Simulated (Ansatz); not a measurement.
Born–Oppenheimer molecular dynamics of C₂H₂Te (5 atoms, charge 0, multiplicity 1). It goes on from the last frame of an earlier run, with new velocities.

Level of theory: RHF/def2-SVP (Ansatz 0.2.0).

```
ensemble                      : NVE (velocity Verlet)
time step                     : 0.5 fs
steps asked                   : 250
starting velocities drawn for : 100 K
masses                        : H 2.014 u
seed                          : 681507
```

Frames 5 fs apart, positions in Å, forces in eV/Å.

Velocities at 30.0 fs (Å/ps):

```
C 1.34 -2.42 4.48
C -2.71 -0.49 -4.73
Te 0.10 0.27 -0.06
H -1.18 6.07 -2.82
H 3.20 -5.80 8.41
```

```xyz
5
Properties=species:S:1:pos:R:3:forces:R:3 time_fs=30.0 energy_less_start_eV=-0.014 T=137
C -0.330 -1.372 0.451 1.51 1.97 -0.55
C 0.386 -0.447 0.129 -1.32 -2.13 0.92
Te 1.557 1.078 -0.486 -0.33 0.88 -1.19
H -0.940 -2.166 0.781 -0.35 -0.40 0.06
H 2.721 0.984 0.614 0.49 -0.32 0.76
5
Properties=species:S:1:pos:R:3:forces:R:3 time_fs=35.0 energy_less_start_eV=-0.052 T=233
C -0.312 -1.368 0.468 -1.36 -1.41 0.46
C 0.363 -0.465 0.113 1.18 1.03 -0.13
Te 1.557 1.080 -0.487 0.39 0.34 -0.02
H -0.967 -2.163 0.774 0.28 0.21 -0.07
H 2.748 0.938 0.684 -0.49 -0.17 -0.24
5
Properties=species:S:1:pos:R:3:forces:R:3 time_fs=40.0 energy_less_start_eV=-0.046 T=219
C -0.312 -1.381 0.490 -0.15 0.31 -0.42
C 0.357 -0.473 0.098 0.37 0.01 0.33
Te 1.558 1.083 -0.488 0.60 0.03 0.46
H -0.977 -2.154 0.766 -0.12 -0.37 0.24
H 2.725 0.872 0.732 -0.69 0.01 -0.61
5
Properties=species:S:1:pos:R:3:forces:R:3 time_fs=45.0 energy_less_start_eV=-0.060 T=253
C -0.317 -1.390 0.505 0.41 1.08 -0.89
C 0.359 -0.479 0.089 -0.69 -1.17 0.81
Te 1.560 1.086 -0.489 -0.16 -0.04 -0.14
H -0.992 -2.176 0.781 0.29 0.12 0.10
H 2.631 0.806 0.719 0.16 0.02 0.12
5
Properties=species:S:1:pos:R:3:forces:R:3 time_fs=50.0 energy_less_start_eV=-0.024 T=163
C -0.319 -1.384 0.506 -1.30 -1.40 0.26
C 0.353 -0.500 0.093 0.95 1.33 -0.41
Te 1.562 1.089 -0.490 -0.87 -0.36 -0.45
H -0.977 -2.187 0.809 0.47 0.44 -0.04
H 2.553 0.741 0.719 0.76 0.00 0.65
5
Properties=species:S:1:pos:R:3:forces:R:3 time_fs=55.0 energy_less_start_eV=-0.017 T=144
C -0.336 -1.393 0.506 1.19 1.49 -0.84
C 0.359 -0.505 0.092 -0.39 -0.10 0.10
Te 1.562 1.091 -0.491 -0.13 -0.77 0.59
H -0.928 -2.176 0.843 -0.76 -0.98 0.45
H 2.552 0.680 0.779 0.09 0.37 -0.30
5
Properties=species:S:1:pos:R:3:forces:R:3 time_fs=60.0 energy_less_start_eV=0.025 T=35
C -0.340 -1.387 0.495 -0.57 -1.18 0.58
C 0.361 -0.506 0.092 -0.12 0.39 -0.22
Te 1.562 1.091 -0.492 0.24 -0.94 1.07
H -0.930 -2.227 0.906 0.72 1.19 -0.66
H 2.566 0.662 0.810 -0.26 0.54 -0.77
5
Properties=species:S:1:pos:R:3:forces:R:3 time_fs=65.0 energy_less_start_eV=-0.025 T=165
C -0.347 -1.392 0.491 1.36 1.38 -0.52
C 0.358 -0.503 0.088 -0.65 -0.34 0.11
Te 1.562 1.090 -0.490 -0.30 -0.62 0.28
H -0.882 -2.185 0.915 -0.64 -0.67 0.19
H 2.558 0.704 0.761 0.23 0.25 -0.06
5
Properties=species:S:1:pos:R:3:forces:R:3 time_fs=70.0 energy_less_start_eV=-0.028 T=173
C -0.337 -1.382 0.482 -0.66 -1.22 0.78
C 0.347 -0.501 0.084 0.97 1.48 -0.61
Te 1.562 1.088 -0.489 -0.94 -0.29 -0.59
H -0.883 -2.187 0.927 -0.08 0.13 -0.28
H 2.579 0.774 0.707 0.70 -0.09 0.70
5
Properties=species:S:1:pos:R:3:forces:R:3 time_fs=75.0 energy_less_start_eV=-0.064 T=264
C -0.331 -1.385 0.482 0.46 0.49 -0.04
C 0.348 -0.478 0.073 -0.48 -0.80 0.55
Te 1.560 1.085 -0.487 0.00 0.01 -0.07
H -0.903 -2.189 0.916 0.15 0.34 -0.36
H 2.667 0.838 0.718 -0.14 -0.05 -0.07
5
Properties=species:S:1:pos:R:3:forces:R:3 time_fs=80.0 energy_less_start_eV=-0.029 T=176
C -0.318 -1.381 0.483 0.57 0.99 -0.45
C 0.344 -0.466 0.070 -0.18 -0.76 0.67
Te 1.559 1.082 -0.487 0.64 0.22 0.27
H -0.914 -2.163 0.869 -0.25 -0.36 0.07
H 2.742 0.895 0.725 -0.78 -0.09 -0.57
5
Properties=species:S:1:pos:R:3:forces:R:3 time_fs=85.0 energy_less_start_eV=-0.020 T=153
C -0.300 -1.366 0.479 -1.83 -2.00 0.72
C 0.340 -0.464 0.078 1.69 1.58 -0.25
Te 1.558 1.080 -0.485 0.12 0.43 -0.37
H -0.940 -2.160 0.821 0.33 0.26 -0.11
H 2.736 0.940 0.674 -0.31 -0.27 0.01
```

Of the whole run (125 fs, mean temperature of the second half 175 K): The conserved energy stayed within 0.066 meV per atom of its start (net change 0.03 meV per atom), so the integration is sound. The system heated up, since it started high on the potential surface and ran downhill. A run of 0.12 ps of so small a system gives no equilibrium averages.

Run time: 2.6 min on 1 thread of Intel(R) Xeon(R) 6975P-C (Granite Rapids) (shared host), peak memory 0.14 GiB.
